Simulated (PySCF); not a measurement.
hydrogen sulfate (HO₄S), SMILES OS([O-])(=O)=O, charge -1. Atoms are numbered in the order given.

```xyz
6

O      1.3029    -0.8241     0.0000
S     -0.1409     0.0563     0.0000
O      0.3645     1.4529     0.0000
O     -0.8159    -0.3626    -1.2401
O     -0.8159    -0.3626     1.2401
H      1.9701    -0.1289     0.0000
```
Charge -1, spin multiplicity 1.

Coordinates come from a PBE0-D3(BJ)/def2-SVPD optimisation. The values are those of a single conformer.

Method: KT2/pcSseg-1 (PySCF).

GIAO shieldings, no solvent; atoms listed in one row are averaged. δ = σ(ref) − σ: ¹⁷O against H2O (σ = 330.4 ppm); ³³S against H2S (σ = 723.0 ppm); ¹H against TMS (σ = 31.47 ppm), references at their B3LYP-D3(BJ)/def2-TZVP geometries, non-relativistic.

Computed chemical shifts:
```
nucleus   atoms  count  δ (ppm)
-------  ------  -----  -------
¹⁷O          O3      1    247.9
¹⁷O      O5, O4      2    243.6
¹⁷O          O1      1    224.1
³³S          S2      1    542.6
¹H           H6      1     3.19
```
